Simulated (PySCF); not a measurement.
**Unknown compound**

The spectra below were simulated for a compound C$_{4}$H$_{6}$F$_{3}$O$_{2}$P.

1H NMR (600 MHz, computed): δ 3.16 (br s, 1H), 1.20 (m, 1H), 1.02 (m, 1H), 1.00 (m, 1H), 0.92 (m, 1H), 0.57 (m, 1H).

13C{1H} NMR (computed): δ 109.8, 2.0, 0.7, -1.4.

Level of theory: GIAO HF/pcSseg-1 shieldings, structure optimised with PBE0-D3(BJ)/def2-SVP, in PySCF 2.14.0 with density-fitted response routines (gas phase, fast rotation and ring inversion assumed for equivalent nuclei, non-relativistic Hamiltonian, one conformer).

Shifts are taken against calculated references (same method and geometry level): 1H (σref 31.69), 13C (σref 190.85) vs TMS.

**Question.** Deduce the structure.

**Answer.** 
4 carbon signals for 4 carbons: no two carbons are equivalent. Carbon types of the structure: 1 × C, 1 × CH, 2 × CH2, leaving 1 H on heteroatoms. δC 109.8: CF3 carbon; 3 electronegative neighbours deshield it. δC 2.0, 0.7, -1.4: three-membered-ring carbon; carbons of three-membered rings are unusually shielded. δH 3.16: hydrogen on an oxygen bonded to P; exchangeable; this is the value without hydrogen bonding to other molecules. δH 1.20, 1.02, 1.00, 0.92, 0.57: hydrogen on a three-membered-ring carbon; cyclopropane-type protons are shielded by the ring.

The compound is SMILES C1([P@@](=O)(O)C(F)(F)F)CC1.

This is the structure that produced the data.

The OH or NH signal is concentration- and solvent-dependent in practice; the value given is the gas-phase one. Splittings by 19F and 31P in the carbon and heteronuclear signals aren't shown, as no couplings were computed. Shifts are as computed. Against solution values, carbons near 30 ppm lie about -0 ppm off and those near 130 ppm about +7 ppm. Of 1313 compounds with measured shifts, 239 miss one by over three times the rms of a fit or turn the order of signals round; such compounds aren't used in these exercises. Multiplicities follow the n + 1 count of equivalent neighbours, as no J values were calculated; m marks all less simple cases, F and P coupling included.
